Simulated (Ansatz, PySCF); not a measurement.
C₂H₆F₂OSi, SMILES C([SiH](CF)O)F. Atoms are numbered in the order given.

```xyz
12

O      1.1892    -1.0699     0.6986
Si     0.2424    -0.1058    -0.2701
C      0.2034     1.6952     0.3301
F      1.4903     2.2180     0.3123
C     -1.5606    -0.6981    -0.3262
F     -1.6109    -1.9924    -0.8278
H      0.9640    -1.1689     1.6283
H      0.8471    -0.1796    -1.6200
H     -0.4437     2.3158    -0.3184
H     -0.2008     1.7807     1.3569
H     -2.1736    -0.0405    -0.9714
H     -2.0308    -0.6870     0.6757
```
Charge 0, spin multiplicity 1.

Geometry: ωB97X-D3(BJ)/def2-SVP. Other conformers were not sampled.

Two levels are set side by side: PBE-D3(BJ)/def2-SVP (Ansatz, a quantum-chemistry and plane-wave program) and ωB97X-D3(BJ)/def2-SVP (PySCF). Each level has its own optimised geometry; the coordinates shown are those of the second. Frequencies come from the Hessian of PySCF at each geometry. Differences are taken from unrounded values.

```tsv
quantity	ωB97X-D3(BJ)
mean bond length (Å)	1.373
bond O1–Si2 (Å)	1.663
bond Si2–C3 (Å)	1.899
bond Si2–C5 (Å)	1.899
bond C3–F4 (Å)	1.389
bond C5–F6 (Å)	1.389
bond O1–H7 (Å)	0.962
bond Si2–H8 (Å)	1.481
bond C3–H9 (Å)	1.107
bond C3–H10 (Å)	1.107
bond C5–H11 (Å)	1.107
bond C5–H12 (Å)	1.107
highest harmonic wavenumber (cm⁻¹)	3948
mean harmonic wavenumber (cm⁻¹)	1218
zero-point energy (kcal/mol)	52.23
```

Q: What does PBE-D3(BJ) give, and how far is it from ωB97X-D3(BJ)? (The exact figures need the calculation; the answer reports its results.)

A: 
```tsv
quantity	PBE-D3(BJ)	PBE-D3(BJ) minus ωB97X-D3(BJ)
mean bond length (Å)	1.384	0.011
bond O1–Si2 (Å)	1.679	0.016
bond Si2–C3 (Å)	1.912	0.014
bond Si2–C5 (Å)	1.913	0.014
bond C3–F4 (Å)	1.394	0.005
bond C5–F6 (Å)	1.394	0.005
bond O1–H7 (Å)	0.972	0.011
bond Si2–H8 (Å)	1.494	0.013
bond C3–H9 (Å)	1.117	0.010
bond C3–H10 (Å)	1.117	0.010
bond C5–H11 (Å)	1.117	0.010
bond C5–H12 (Å)	1.117	0.010
highest harmonic wavenumber (cm⁻¹)	3772	-176
mean harmonic wavenumber (cm⁻¹)	1166	-52
zero-point energy (kcal/mol)	50.02	-2.21
```

GGA bonds tend to be longer and softer than those of functionals with exact exchange. Differences between two approximate levels are no errors against the true value.
